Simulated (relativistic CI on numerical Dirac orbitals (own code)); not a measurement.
## Transition arrays of Eu XVIII

Computed by Dirac-Coulomb-Breit CI, KLI orbitals optimised for each configuration, QED by a radiative potential, valence Slater integrals scaled by 0.9, whole transition arrays (own radial code, finite nucleus).

Configurations in the expansion (outside the closed core [Kr]): 4d10, 4d9 4f, 4d9 5p, 4d9 5f. Levels of other configurations are missing.

All E1 lines from the levels of 4d10; mean and standard deviation are weighted by gf, and upper levels are sorted by their leading configuration.

| Upper configuration | Lines | Σgf | Mean (eV) | Mean (nm) | σ (eV) | Strongest line (nm) |
| --- | --- | --- | --- | --- | --- | --- |
| 4d9 4f | 3 | 9.3 | 178.15 | 6.960 | 2.38 | 6.953 |
| 4d9 5p | 3 | 0.9 | 203.63 | 6.089 | 2.34 | 6.079 |
| 4d9 5f | 3 | 0.6 | 306.28 | 4.048 | 2.85 | 4.013 |

Σgf per state of the lower configuration in bins of 0.1 nm over the central range (centre: value): 4.05: 0.56, 6.05: 0.59, 6.15: 0.24, 6.95: 9.31.

(1) How do configuration mixing and the scaling of the Slater integrals move the arrays?

Results:

(1) Slater scale 0.9, no configuration mixing: 4d9 4f 178.5 ± 2.4 eV (Σgf 9.0), 4d9 5p 204.0 ± 2.3 eV (Σgf 1.2), 4d9 5f 306.0 ± 2.8 eV (Σgf 0.8); Slater scale 1: 4d9 4f 182.0 ± 2.4 eV (Σgf 9.6), 4d9 5p 203.6 ± 2.4 eV (Σgf 0.8), 4d9 5f 306.4 ± 2.9 eV (Σgf 0.6); Slater scale 0.8: 4d9 4f 174.3 ± 2.4 eV (Σgf 9.1), 4d9 5p 203.6 ± 2.3 eV (Σgf 1.0), 4d9 5f 306.2 ± 2.8 eV (Σgf 0.6). With mixing, levels are counted to their leading configuration, so an array can shrink or vanish into another, and the sums then hold other lines.
